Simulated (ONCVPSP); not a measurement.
# What one change does to a pseudopotential (O, ONCV)

O (Z = 8), optimised norm-conserving Vanderbilt (ONCV), made with ONCVPSP 4.0.1 (PBE, scalar-relativistic). Core [He], reference 2s2 2p4. Waves: 2s: rc 0.85 bohr, ncon 4, nbas 8, qcut 8.2 1/bohr, 3 projectors, debl 1 Ha; 2p: rc 1.90 bohr, ncon 4, nbas 8, qcut 7.3 1/bohr, 2 projectors, debl 0.4 Ha; d scattering state at 0.19 Ha: rc 1.55 bohr, ncon 4, nbas 8, qcut 5.6 1/bohr, 2 projectors, debl 2.4 Ha. Local part: polynomial inside 0.75 bohr (lpopt 5, dvloc0 2 Ha). Core correction: Teter function fitted to the true core (icmod 2), fcfact 0.4.

Change: p: rc 2.26.

Cutoffs: the cutoffs (Ha) at which the residual kinetic energy of the hardest occupied pseudo-wave falls to 1 and 0.1 mHa per electron; they do not see the model core or the augmentation charge, which bear on the density cutoff. Errors are all-electron minus pseudo energies relative to the spin-unpolarised reference configuration.

Question: What does the change do?

Answer: The potential gets neither clearly harder nor softer (40 Ha and 208 Ha → 40 Ha and 208 Ha); both files keep a bound ghost (s); of the 4 tests that both files solve, the error grows in 4 and shrinks in 0 by more than 15 % and 0.3 meV (median size 352.3 → 574.3 meV). More of the atom is replaced by a form fitted at one configuration, so other configurations suffer.

```csv
quantity,base,changed
"cutoff, loose",40 Ha,40 Ha
"cutoff, tight",208 Ha,208 Ha
loose cutoff by channel,"s 40 Ha, p 19 Ha","s 40 Ha, p 16 Ha"
bound ghosts,s,s
GHOST(+) flags under 300 eV,none,none
"error for 2s2 2p3, meV [ΔE 16.43 eV]",+84,+144
"error for 2s2 2p2, meV [ΔE 50.02 eV]",+620,+1004
"error for 2s2 2p1, meV [ΔE 103.89 eV]",+2234,+3429
"error for 2s2 2p3.5, meV [ΔE 6.29 eV]",+14,+25
s: phases at 0.86 bohr within 0.05 rad from the reference energy up to (Ha; the scan ends near 5),to the end of the scan,to the end of the scan
d: phases at 1.57 bohr within 0.05 rad from the reference energy up to (Ha; the scan ends near 5),to the end of the scan,to the end of the scan
"rms error of d²Exc/dni dnj with the model core, mHa",1.52,0.91
```

 A true bound ghost makes a file unfit for plane-wave use even where its test errors are small: the radial tests pick states by their node count and pass the ghost by.
